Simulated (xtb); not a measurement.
Input file for xtb: GFN2-xTB on CH6Sn (SMILES [CH3][SnH3]), a point of a torsion scan.

```
$ xtb mol.xyz --gfn 2 --opt vtight --chrg 0 --uhf 0 --input xcontrol
8

C     -1.15487093    -0.09860181     0.01175174
Sn     0.98360442     0.06368073    -0.01886278
H     -1.50323533     0.56469826     0.83234986
H     -1.41150671    -1.15557765     0.15938481
H     -1.58621990     0.26746111    -0.92674932
H      1.60149532    -1.35360680     0.82082985
H      1.53722077     1.53180881     0.74959691
H      1.53871991     0.10387150    -1.66881783
$constrain
  force constant=1.0
  dihedral: 3,1,2,6,100.0
$end
```

Program output:

```
[...]
           -------------------------------------------------
          |                Calculation Setup                |
           -------------------------------------------------



           -------------------------------------------------
          |                 G F N 2 - x T B                 |
           -------------------------------------------------

        Reference                      10.1021/acs.jctc.8b01176
      * Hamiltonian:
        H0-scaling (s, p, d)           1.850000    2.230000    2.230000
        zeta-weighting                 0.500000
      * Dispersion:
        s8                             2.700000
        a1                             0.520000
        a2                             5.000000
        s9                             5.000000
      * Repulsion:
        kExp                           1.500000    1.000000
        rExp                           1.000000
      * Coulomb:
        alpha                          2.000000
        third order                    shell-resolved
        anisotropic                    true
        a3                             3.000000
        a5                             4.000000
        cn-shift                       1.200000
        cn-exp                         4.000000
        max-rad                        5.000000


          ...................................................
          :                      SETUP                      :
          :.................................................:
          :  # basis functions                  20          :
          :  # atomic orbitals                  19          :
          :  # shells                           11          :
          :  # electrons                        14          :
          :  max. iterations                   250          :
          :  Hamiltonian                  GFN2-xTB          :
          :  restarted?                      false          :
          :  GBSA solvation                  false          :
          :  PC potential                    false          :
          :  electronic temp.          300.0000000     K    :
          :  accuracy                    1.0000000          :
          :  -> integral cutoff          0.2500000E+02      :
          :  -> integral neglect         0.1000000E-07      :
          :  -> SCF convergence          0.1000000E-05 Eh   :
          :  -> wf. convergence          0.1000000E-03 e    :
          :  Broyden damping             0.4000000          :
          :  net charge                          0          :
          :  unpaired electrons                  0          :
          ...................................................

 iter      E             dE          RMSdq      gap      omega  full diag
   1     -7.2283021 -0.722830E+01  0.376E+00    5.60       0.0  T
   2     -7.2631999 -0.348977E-01  0.111E+01    6.26       1.0  T
   3     -7.2843511 -0.211512E-01  0.904E+00    6.31       1.0  T
   4     -7.3025589 -0.182077E-01  0.257E+00    6.09       1.0  T
   5     -7.3061714 -0.361254E-02  0.144E-01    6.06       1.0  T
   6     -7.3061840 -0.126286E-04  0.103E-01    6.05       1.0  T
   7     -7.3061864 -0.234122E-05  0.215E-02    6.05       1.6  T
   8     -7.3061865 -0.160184E-06  0.624E-03    6.05       5.7  T
   9     -7.3061866 -0.258050E-07  0.116E-03    6.05      30.5  T
  10     -7.3061866 -0.282356E-09  0.173E-03    6.05      20.5  T
  11     -7.3061866 -0.526900E-09  0.251E-04    6.05     140.9  T
  12     -7.3061866 -0.146434E-10  0.303E-05    6.05    1165.1  T

   *** convergence criteria satisfied after 12 iterations ***

         #    Occupation            Energy/Eh            Energy/eV
      -------------------------------------------------------------
         1        2.0000           -0.7575901             -20.6151
         2        2.0000           -0.5828924             -15.8613
         3        2.0000           -0.4864591             -13.2372
         4        2.0000           -0.4818980             -13.1131
         5        2.0000           -0.4349420             -11.8354
         6        2.0000           -0.4335559             -11.7977
         7        2.0000           -0.4193007             -11.4098 (HOMO)
         8                         -0.1969113              -5.3582 (LUMO)
         9                         -0.1440438              -3.9196
        10                         -0.1420286              -3.8648
        11                         -0.1204674              -3.2781
        12                         -0.0398951              -1.0856
       ...                                ...                  ...
        19                          0.5662347              15.4080
      -------------------------------------------------------------
                  HL-Gap            0.2223893 Eh            6.0515 eV
             Fermi-level           -0.3081060 Eh           -8.3840 eV

 SCC (total)                   0 d,  0 h,  0 min,  0.007 sec
 SCC setup           
[...]
 -1.0435
       ...                                ...                  ...
        19                          0.6229764              16.9520
      -------------------------------------------------------------
                  HL-Gap            0.2709988 Eh            7.3743 eV
             Fermi-level           -0.2921348 Eh           -7.9494 eV

 SCC (total)                   0 d,  0 h,  0 min,  0.002 sec
 SCC setup                      ...        0 min,  0.000 sec (  2.406%)
 Dispersion                     ...        0 min,  0.000 sec (  0.781%)
 classical contributions        ...        0 min,  0.000 sec (  0.395%)
 integral evaluation            ...        0 min,  0.000 sec ( 20.109%)
 iterations                     ...        0 min,  0.000 sec ( 18.765%)
 molecular gradient             ...        0 min,  0.001 sec ( 35.493%)
 printout                       ...        0 min,  0.000 sec ( 21.815%)

         :::::::::::::::::::::::::::::::::::::::::::::::::::::
         ::                     SUMMARY                     ::
         :::::::::::::::::::::::::::::::::::::::::::::::::::::
         :: total energy              -7.255420094117 Eh    ::
         :: gradient norm              0.000003573499 Eh/a0 ::
         :: HOMO-LUMO gap              7.374251350568 eV    ::
         ::.................................................::
         :: SCC energy                -7.326139578746 Eh    ::
         :: -> isotropic ES            0.001624763055 Eh    ::
         :: -> anisotropic ES          0.001647713525 Eh    ::
         :: -> anisotropic XC          0.004041802312 Eh    ::
         :: -> dispersion             -0.002976660359 Eh    ::
         :: repulsion energy           0.070718711360 Eh    ::
         :: add. restraining           0.000000773269 Eh    ::
         :: total charge              -0.000000000000 e     ::
         :::::::::::::::::::::::::::::::::::::::::::::::::::::

           -------------------------------------------------
          |                Property Printout                |
           -------------------------------------------------

    * Orbital Energies and Occupations

         #    Occupation            Energy/Eh            Energy/eV
      -------------------------------------------------------------
         1        2.0000           -0.7552812             -20.5522
         2        2.0000           -0.5866597             -15.9638
         3        2.0000           -0.4837190             -13.1627
         4        2.0000           -0.4832886             -13.1510
         5        2.0000           -0.4396224             -11.9627
         6        2.0000           -0.4389326             -11.9440
         7        2.0000           -0.4276341             -11.6365 (HOMO)
         8                         -0.1566354              -4.2623 (LUMO)
         9                         -0.1348886              -3.6705
        10                         -0.1335625              -3.6344
        11                         -0.1051985              -2.8626
        12                         -0.0383485              -1.0435
        13                         -0.0377621              -1.0276
        14                          0.1684270               4.5831
        15                          0.2199310               5.9846
        16                          0.2213402               6.0230
        17                          0.5477759              14.9057
        18                          0.6178905              16.8137
        19                          0.6229764              16.9520
      -------------------------------------------------------------
                  HL-Gap            0.2709988 Eh            7.3743 eV
             Fermi-level           -0.2921348 Eh           -7.9494 eV

     #   Z          covCN         q      C6AA      α(0)
     1   6 C        3.656    -0.119    23.108     6.900
     2  50 Sn       3.687     0.023   334.617    33.371
     3   1 H        0.926     0.036     2.505     2.475
     4   1 H        0.926     0.036     2.501     2.473
     5   1 H        0.926     0.036     2.505     2.475
     6   1 H        0.935    -0.004     3.126     2.765
     7   1 H        0.935    -0.003     3.107     2.756
     8   1 H        0.935    -0.005     3.146     2.773

 Mol. C6AA /au·bohr⁶  :       1090.770253
 Mol. C8AA /au·bohr⁸  :      70215.214569
 Mol. α(0) /au        :         55.987959


Wiberg/Mayer (AO) data.
largest (>0.10) Wiberg bond orders for each atom

 ---------------------------------------------------------------------------
     #   Z sym  total        # sym  WBO       # sym  WBO       # sym  WBO
 ---------------------------------------------------------------------------
     1   6 C    3.993 --     3 H    0.990     4 H    0.990     5 H    0.990
                             2 Sn   0.763
     2  50 Sn   3.079 --     8 H    0.769     6 H    0.768     7 H    0.767
                             1 C    0.763
     3   1 H    0.999 --     1 C    0.990
     4   1 H    0.999 --     1 C    0.990
     5   1 H    0.999 --     1 C    0.990
     6   1 H    1.000 --     2 Sn   0.768
     7   1 H    1.000 --     2 Sn   0.767
     8   1 H    1.000 --     2 Sn   0.769
 ---------------------------------------------------------------------------

Topologies differ in total number of bonds
Writing topology from bond orders to xtbtopo.mol

molecular dipole:
                 x           y           z       tot (Debye)
 q only:       -0.045      -0.000       0.005
   full:       -0.560      -0.027       0.020       1.425
molecular quadrupole (traceless):
                xx          xy          yy          xz          yz          zz
 q only:        0.163       0.030      -0.068       0.018       0.006      -0.095
  q+dip:       -1.978      -0.145       1.020       0.096       0.019       0.958
   full:       -0.818      -0.038       0.426       0.071       0.009       0.392

           -------------------------------------------------
          |                Geometry Summary                 |
           -------------------------------------------------

      molecular mass/u    :      136.7684930
   center of mass at/Å    :        0.7540967       0.0368992      -0.0154114
  moments of inertia/u·Å² :        0.1027520E+02   0.7385229E+02   0.7389823E+02
rotational constants/cm⁻¹ :        0.1640613E+01   0.2282615E+00   0.2281196E+00

 * 7 selected distances

     #   Z          #   Z                                           value/Å
     1   6 C        2  50 Sn                                      2.1501820 (max)
     1   6 C        3   1 H                                       1.0835398
     1   6 C        4   1 H                                       1.0832800 (min)
     1   6 C        5   1 H                                       1.0837723
     2  50 Sn       6   1 H                                       1.6583390
     2  50 Sn       7   1 H                                       1.6580767
     2  50 Sn       8   1 H                                       1.6585444

 * 3 distinct bonds (by element types)

   Z      Z             #   av. dist./Å        max./Å        min./Å
   1 H    6 C           3     1.0835307     1.0837723     1.0832800
   1 H   50 Sn          3     1.6583200     1.6585444     1.6580767
   6 C   50 Sn          1     2.1501820     2.1501820     2.1501820


optimized geometry written to: xtbopt.xyz


           -------------------------------------------------
          | TOTAL ENERGY               -7.255420094117 Eh   |
          | GRADIENT NORM               0.000003573499 Eh/α |
          | HOMO-LUMO GAP               7.374251350568 eV   |
           -------------------------------------------------

------------------------------------------------------------------------
------------------------------------------------------------------------
 total:
 SCF:
 ANC optimizer:
Note: The following floating-point exceptions are signalling: IEEE_UNDERFLOW_FLAG IEEE_DENORMAL
normal termination of xtb
```

The run finished.

Warnings raised: the energy holds the restraint's term.

Cost: about 0.06 core-seconds (a rough figure).
